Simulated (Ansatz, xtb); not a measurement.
Relaxing a trial structure of CH5As

The starting geometry of this gas-phase singlet has its atoms placed at random.

```yaml
atoms:
  - { symbol: C, position_ang: [-0.3561, -0.4893, -0.8476] }
  - { symbol: As, position_ang: [0.5228, -0.2031, 1.0972] }
  - { symbol: H, position_ang: [-0.6017, 1.0748, 0.0529] }
  - { symbol: H, position_ang: [-0.4010, -1.3024, -1.6470] }
  - { symbol: H, position_ang: [1.9633, 0.1093, 0.1578] }
  - { symbol: H, position_ang: [-0.3936, -0.0983, -1.7085] }
  - { symbol: H, position_ang: [-1.0286, 0.1007, 0.1857] }
```

Question: One run relaxed it with r2SCAN-D4/def2-SVP. What is a likely outcome?

Answer: It ends as `C[AsH2]`. Distances that change by over a tenth: C1–H6 (0.95 → 1.10 Å), As2–H5 (1.75 → 1.53 Å). Contacts that open: As2–H7 (1.82 → 2.55 Å). Contacts that close: C1–H7 (1.37 → 1.10 Å), As2–H3 (2.00 → 1.53 Å).

The energy falls by 8.15 eV over 10 steps:

| step | E − E(last) (eV) |
| --- | --- |
| 1 | 8.152 |
| 2 | 4.436 |
| 3 | 2.384 |
| 4 | 1.130 |
| 5 | 0.428 |
| 6 | 0.130 |
| 7 | 0.006 |
| 8 | 0.003 |
| 9 | 0.000 |
| 10 | 0.000 |

Final geometry (Å):

| atom | x (Å) | y (Å) | z (Å) |
| --- | --- | --- | --- |
| C | -0.5387 | -0.4983 | -0.8594 |
| As | 0.4771 | -0.0777 | 0.7870 |
| H | 0.1774 | 1.4188 | 0.7622 |
| H | -0.2785 | -1.5169 | -1.1816 |
| H | 1.8131 | 0.1379 | 0.0808 |
| H | -0.3331 | 0.2055 | -1.6765 |
| H | -1.6121 | -0.4777 | -0.6220 |

From the same start GFN2-xTB reaches the same bonding as this run.

From so rough a start the end depends on the optimiser's path, so another program may land elsewhere. The end wasn't checked by frequencies. Run with Ansatz 0.2.0, 8.4 s on 2 threads of Intel(R) Xeon(R) Processor @ 2.70GHz (shared host).
